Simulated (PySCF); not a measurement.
# Cost of excited-state runs on `C[SiH2]N([SiH3])[SiH2]P`, CH12NPSi3

Geometry:
```json
{"atom": "C1", "x (Å)": "-2.519", "y (Å)": "0.745", "z (Å)": "0.894"}
{"atom": "Si2", "x (Å)": "-1.877", "y (Å)": "-0.709", "z (Å)": "-0.093"}
{"atom": "N3", "x (Å)": "-0.116", "y (Å)": "-0.697", "z (Å)": "-0.189"}
{"atom": "Si4", "x (Å)": "0.797", "y (Å)": "-1.992", "z (Å)": "0.557"}
{"atom": "Si5", "x (Å)": "0.701", "y (Å)": "0.644", "z (Å)": "-0.961"}
{"atom": "P6", "x (Å)": "1.336", "y (Å)": "2.139", "z (Å)": "0.617"}
{"atom": "H7", "x (Å)": "-3.615", "y (Å)": "0.702", "z (Å)": "0.988"}
{"atom": "H8", "x (Å)": "-2.080", "y (Å)": "0.749", "z (Å)": "1.903"}
{"atom": "H9", "x (Å)": "-2.256", "y (Å)": "1.697", "z (Å)": "0.407"}
{"atom": "H10", "x (Å)": "-2.245", "y (Å)": "-2.002", "z (Å)": "0.567"}
{"atom": "H11", "x (Å)": "-2.461", "y (Å)": "-0.690", "z (Å)": "-1.470"}
{"atom": "H12", "x (Å)": "0.453", "y (Å)": "-2.137", "z (Å)": "2.005"}
{"atom": "H13", "x (Å)": "0.549", "y (Å)": "-3.305", "z (Å)": "-0.112"}
{"atom": "H14", "x (Å)": "2.248", "y (Å)": "-1.649", "z (Å)": "0.440"}
{"atom": "H15", "x (Å)": "1.852", "y (Å)": "0.147", "z (Å)": "-1.775"}
{"atom": "H16", "x (Å)": "-0.276", "y (Å)": "1.335", "z (Å)": "-1.858"}
{"atom": "H17", "x (Å)": "2.209", "y (Å)": "2.860", "z (Å)": "-0.256"}
{"atom": "H18", "x (Å)": "2.378", "y (Å)": "1.294", "z (Å)": "1.110"}
```

PySCF with density fitting, on 1 thread of an Arm Neoverse V2, shared host. Command: `OMP_NUM_THREADS=1 python excited_run.py task.json out`

(1) How long does each of these runs take, and how much memory?
- magnetisability and related constants, B3LYP/pcSseg-1; isotopologues
- magnetisability and related constants, BP86/ANO-RCC-VDZP; grid level 1; level shift 0.3 Eh
- magnetisability and related constants, BP86/pcSseg-0; IEF-PCM cyclohexane; level shift 0.2 Eh

Answers

(1) 
| run | level | basis functions | wall time | peak memory (GiB) |
| --- | --- | --- | --- | --- |
| magnetisability and related constants | B3LYP/pcSseg-1 | 190 | 39 s | 0.9 |
| magnetisability and related constants | BP86/ANO-RCC-VDZP | 160 | 100 s | 0.73 |
| magnetisability and related constants | BP86/pcSseg-0 | 94 | 16 s | 0.73 |

Times from a shared host are rough.
